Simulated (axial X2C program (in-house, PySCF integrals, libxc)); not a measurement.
MoS: from the spin-free to the two-component result

Calculated with an in-house all-electron X2C program for linear molecules (integrals from PySCF). Spin-free means the one-electron spin-free X2C Hamiltonian; two-component (2c) means X2C with spin–orbit coupling and atomic mean-field two-electron Coulomb and Gaunt terms, so the difference of the two also holds small scalar two-electron terms. Basis: Mo dyall-cv3z [11s12p9d5f3g], S dyall-av3z [9s8p3d2f] (cores contracted in-house); Gaussian nuclei, density fitting, unrestricted open shells. Masses: Mo 97.905 u, S 31.972 u.

Spin-free state: M_S = 2, Λ = 1 (beyond evenly filled blocks: σα, π+α, δ+α, δ-α); fragments Mo + S.

| level | Re (Å) | ωe (cm⁻¹) | De (eV) | μ (D) |
| --- | --- | --- | --- | --- |
| PBE0 | 2.128 | 486.5 | 3.571 | -4.34 |
| CCSD | 2.153 | 426.7 | 3.015 | n/a |
| LDA | 2.099 | 534.3 | 5.111 | -3.36 |

Correlated methods: 12 electrons correlated (number of frozen shells: Mo 4 s, 3 p, 1 d; S 2 s, 1 p), 292 virtual spin orbitals or spinors in MP2, 90 natural virtuals in coupled cluster.

Dipoles are positive if S is the positive end.

Two-component determinant lowest at the distance of the search:

Ω = 1 (⟨Sz⟩ = 2.00, ⟨Lz⟩ = -1.00 at HF); fragments Mo + S.

```json
{"level": "PBE0", "Re (Å)": "2.127", "ωe (cm⁻¹)": "488.1", "De (eV)": "3.609", "μ (D)": "-4.33"}
{"level": "CCSD", "Re (Å)": "2.151", "ωe (cm⁻¹)": "429.4", "De (eV)": "3.038", "μ (D)": "n/a"}
{"level": "LDA", "Re (Å)": "2.099", "ωe (cm⁻¹)": "534.7", "De (eV)": "5.136", "μ (D)": "-3.35"}
```

**Question.** From the two tables, how do the constants change at the CCSD level (2c against spin-free)?

**Answer.** At the CCSD level Re goes down by 0.002 Å and ωe goes up by 2.7 cm⁻¹; De changes by 0.023 eV.

Occupations by symmetry block were frozen at the best pattern of an incomplete PBE0 search. De is counted from the lowest determinant-based energies of the atoms at the same level, without counterpoise correction. Density functionals use the spin component along the axis (collinear). CCSD ran in a truncated set of natural virtual spinors with an MP2 remainder; without triples it tends to underbind. A 2c atom that is not at its ground J level misses part of its spin–orbit lowering, and De is too large by that part (0.04 eV or less for light atoms). This holds for PBE0. The functionals have no current-density term, which raises determinants with orbital currents, atoms included. With several unpaired electrons one determinant need not be a pure state. Open-shell Ω = 0 determinants with evenly filled partner blocks cannot be reached by this program, so the Ω shown need not be the lowest component. The determinant is spin-polarised beyond a pure state at some levels (its spin-free form has ⟨S²⟩ too high), which makes Re and μ there less reliable. The T1 diagnostic is large, a sign of multireference character. With the outer-core shells frozen, correlated bond lengths of heavy atoms tend to come out a few hundredths of an ångström too long.
